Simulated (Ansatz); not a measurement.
Geometry optimisation, Ansatz 0.2.0, RKS PBE/def2-SVP.

Input file:

```yaml
crystal:
  periodic: [false, false, false]
  atoms:
    - { symbol: C, position_ang: [-1.6532, 2.2573, 1.3633] }
    - { symbol: C, position_ang: [-1.1506, 1.2668, 1.0688] }
    - { symbol: C, position_ang: [-0.5049, 0.0144, 0.7136] }
    - { symbol: C, position_ang: [0.3686, 0.171, -0.5872] }
    - { symbol: Ge, position_ang: [1.1908, -1.5194, -1.0509] }
    - { symbol: H, position_ang: [-2.1887, 3.2246, 1.5973] }
    - { symbol: H, position_ang: [0.2552, -0.2499, 1.5518] }
    - { symbol: H, position_ang: [-1.1968, -0.7714, 0.6249] }
    - { symbol: H, position_ang: [1.0667, 0.975, -0.4492] }
    - { symbol: H, position_ang: [-0.4005, 0.4224, -1.3852] }
    - { symbol: H, position_ang: [1.9503, -1.3402, -2.3453] }
    - { symbol: H, position_ang: [0.1511, -2.6275, -1.1687] }
    - { symbol: H, position_ang: [2.1325, -1.8579, 0.0816] }
basis:
  gaussian: { orbitals: def2-SVP }
hamiltonian:
  xc: pbe
relax:
  f_tol: 0.02
  max_steps: 50
```

Run as:

```bash
$ ansatz run input.yaml --threads 2 --pin off --max-ram 3072MiB --backend cpu --events-out ev --progress --plain --runs-dir out
```

**Question.** Where does it end, and by what steps?

**Answer.** The forces met the threshold. After 5 steps the energy has fallen by 0.654 eV; H13 moved furthest, 0.14 Å. The start is strongly strained (largest force component 9 eV/Å).

| step | energy less start (eV) | largest force component (eV/Å) | accepted |
| --- | --- | --- | --- |
| 0 | 0.0000 | 9.437 | yes |
| 1 | -0.6187 | 1.064 | yes |
| 2 | -0.6484 | 0.301 | yes |
| 3 | -0.6412 | 0.446 | no |
| 4 | -0.6539 | 0.050 | yes |
| 5 | -0.6544 | 0.019 | yes |

```xyz
13
Properties=species:S:1:pos:R:3
C -1.724 2.349 1.384
C -1.164 1.297 1.106
C -0.485 0.053 0.748
C 0.311 0.145 -0.571
Ge 1.227 -1.539 -1.064
H -2.222 3.274 1.635
H 0.192 -0.240 1.582
H -1.240 -0.763 0.681
H 1.077 0.945 -0.501
H -0.363 0.427 -1.406
H 1.995 -1.356 -2.399
H 0.186 -2.681 -1.229
H 2.231 -1.945 0.049
```

Time of the run: 9 s on 2 threads of INTEL(R) XEON(R) PLATINUM 8581C CPU @ 2.30GHz (Emerald Rapids), with other jobs on the host, peak memory 0.19 GiB.
